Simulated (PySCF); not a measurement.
# Two-dimensional NMR puzzle

Compound of formula C$_{5}$H$_{12}$FPSi. Correlations simulated from computed shifts and the bond graph:

HSQC (one-bond C–H):
```csv
δH,δC
9.08,220.8
1.02,13.0
0.09,-1.6
```

HMBC (two and three bonds, from the bond graph; two-bond peaks within aromatic rings are usually weak or absent):
```csv
δH,δC
9.08,13.0
1.02,"220.8, -1.6"
0.09,"13.0, -1.6"
```

PySCF 2.14.0 with density-fitted response routines calculation with structure optimised with PBE0-D3(BJ)/def2-SVP and σ from GIAO-PBE0/pcSseg-1; rapidly exchanging positions averaged, one computed conformer, in vacuum, no relativistic terms.

References, each an isolated molecule treated in the same way: TMS for $^{1}$H, $^{13}$C.

Exchangeable hydrogens are left out of these lists.

Q: Work out the connectivity.

A: `C[Si](C)(C)C/P=C/F`.

Structure with atom numbers: `[CH3:1][Si:2]([CH3:3])([CH3:4])[CH2:5]/[P:6]=[CH:7]/[F:8]` (H(Xn): hydrogen on atom n).

- δC 220.8 is C7, a carbon double-bonded to a heavier main-group atom (δH 9.08).
- δC 13.0 is C5, an sp3 CH2 bonded to P and Si (δH 1.02).
- δC -1.6 is C1/C3/C4, a methyl carbon bonded to Si (δH 0.09).

The data come from this structure; uniqueness wasn't tested.

Shifts are as computed. Against solution values, carbons near 30 ppm lie about +2 ppm off and those near 130 ppm about +5 ppm (rms about the fit 1.9 ppm; single classes can miss by 10 ppm). Of 1328 compounds with measured shifts, 309 miss one by over three times the rms of a fit or turn the order of signals round; such compounds aren't used in these exercises. Signals without a measured value on file couldn't be tested in this way; 1H shifts scatter by 0.2 ppm about their fit, and single ones miss by 0.5 ppm.
